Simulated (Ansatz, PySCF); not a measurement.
Species: BH2, charge 0, multiplicity 2. 
Coordinates optimised at B3LYP-D3(BJ)/def2-TZVP (Ansatz, a program for electronic structure):
```
B
H 1 1.1869
H 1 1.1869 2 129.56
```
Charge 0, spin multiplicity 2.

Dipole moments at this geometry, in debye (magnitudes).

```csv
level,program,dipole (D)
TPSS/def2-TZVPD,PySCF,0.51
B3LYP/def2-TZVPD,Ansatz,0.48
r2SCAN0/def2-TZVPD,Ansatz,0.46
M06-2X/def2-TZVPD,PySCF,0.48
wB97X-V/def2-TZVPD,Ansatz,0.54
CCSD(T)/aug-cc-pVDZ,Ansatz,(withheld)
```

Complete the blanks.


- CCSD(T)/aug-cc-pVDZ, dipole (D): 0.48
